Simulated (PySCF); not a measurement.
## Correlation energy of F (fluorine, neutral)

[He] 2s2 2p5, 2P determinant. Calculation: PySCF 2.14, in pcseg-2 (4s3p2d1f, 30 functions); the non-relativistic Hamiltonian (point nucleus). Frozen: 1s2; 7 electrons correlated.

MP2 pair energies summed by pair of shells (mhartree):

```
 pair   energy  share (%)
2p-2p  -120.27       62.9
2s-2p   -61.82       32.3
2s-2s    -9.11        4.8
```

Total MP2 correlation energy: -191.21 mhartree.

Same-spin part -46.77 and opposite-spin part -144.44 mhartree; SCS-MP2 scales them by 1/3 and 6/5 to -188.91 mhartree.

```
  level  correlation energy (mhartree)
   CCSD                        -203.42
    (T)                          -3.41
CCSD(T)                        -206.83
```

Diagnostics: T1 = 0.0073, D1 = 0.0123, largest double amplitude 0.034.

Is a single reference adequate?

Yes: T1 lies below 0.03 and no double amplitude reaches 0.07.
